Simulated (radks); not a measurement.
Task: The sulfur ion S+, 15 electrons, occupied as [Ne] 3s1.5 3p3.5 (fractional occupations, a model configuration). Calculated with a radial shooting solver on a logarithmic mesh with Libxc functionals: scalar-relativistic Kohn-Sham, r2SCAN, spin-polarised, spherical densities, finite nucleus; open shells are filled with parallel spins first; meta-GGA in the generalised Kohn-Sham scheme; Fermi nuclear charge, rms radius 3.2611 fm. Some entries of the table are withheld. Estimate them.

| orbital | occ. | eigenvalue (hartree) | <r^2> (bohr^2) | r(max) (bohr) |
|---|---|---|---|---|
| 1s up | 1 | -89.37194 | 0.01264 | 0.06331 |
| 1s down | 1 | -89.34748 | 0.01263 | 0.06331 |
| 2s up | 1 | -8.40896 | (1) | 0.3873 |
| 2s down | 1 | -8.39335 | (2) | 0.3878 |
| 2p up | 3 | (3) | 0.2436 | 0.3258 |
| 2p down | 3 | (4) | 0.2431 | 0.3265 |
| 3s up | 1 | -1.11858 | 3.048 | (5) |
| 3s down | 0.5 | -0.93673 | 3.252 | (6) |
| 3p up | 3 | -0.69188 | 3.996 | 1.535 |
| 3p down | 0.5 | -0.53066 | 4.552 | 1.565 |

Result: 
(1) 2s up <r^2> (bohr^2): 0.2706
(2) 2s down <r^2> (bohr^2): 0.2704
(3) 2p up eigenvalue (hartree): -6.31004
(4) 2p down eigenvalue (hartree): -6.28190
(5) 3s up r(max) (bohr): 1.390
(6) 3s down r(max) (bohr): 1.401
